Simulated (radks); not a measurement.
Q: All-electron atom: the ytterbium ion Yb+ in [Xe] 4f14 6s1 (the NIST ground configuration). Method: scalar-relativistic Kohn-Sham, r2SCAN, spin-polarised, spherical densities, finite nucleus; open shells are filled with parallel spins first (spin-orbit coupling, left out, can overturn this in heavy ions); meta-GGA in the generalised Kohn-Sham scheme; Fermi nuclear charge, rms radius 5.3108 fm; hard spherical wall at 3.5 bohr; computed with a radial shooting solver on a logarithmic mesh with Libxc functionals. Some entries of the table are withheld. Estimate them.

orbital  occ.  eigenvalue (hartree)  r(max) (bohr)
1s up       1             -2253.199        0.01237
1s down     1             -2253.198        0.01237
2s up       1             -382.6386        0.07055
2s down     1             -382.6379        0.07055
2p up       3             -337.1324        0.05756
2p down     3             -337.1315        0.05756
3s up       1             -86.58353         0.1992
3s down     1             -86.58329         0.1992
3p up       3             -72.79760         0.1964
3p down     3             -72.79729         0.1964
3d up       5             -55.99342         0.1604
3d down     5             -55.99286         0.1605
4s up       1             -17.22493         0.4553
4s down     1             -17.22331         0.4553
4p up       3             -12.68105         0.4763
4p down     3             -12.67920         0.4764
4d up       5              -6.67224         0.4913
4d down     5              -6.66944         0.4913
5s up       1              -2.12633          1.075
5s down     1              -2.12223          1.076
5p up       3              -1.10427          1.237
5p down     3              -1.09561          1.238
4f up       7              -0.13278         0.4851
4f down     7              -0.12643         0.4849
5d up       0               0.07198            (1)
5d down     0               0.11034            (2)
6s up       1                   (3)          2.358
6s down     0                   (4)          2.353
6p up       0               0.78263          2.500
6p down     0               0.87774          2.512
7s down     0               2.89327            (5)
7s up       0               2.94404            (6)

A: 
(1) 5d up r(max) (bohr): 1.746
(2) 5d down r(max) (bohr): 1.688
(3) 6s up eigenvalue (hartree): 0.26812
(4) 6s down eigenvalue (hartree): 0.37200
(5) 7s down r(max) (bohr): 2.891
(6) 7s up r(max) (bohr): 2.874
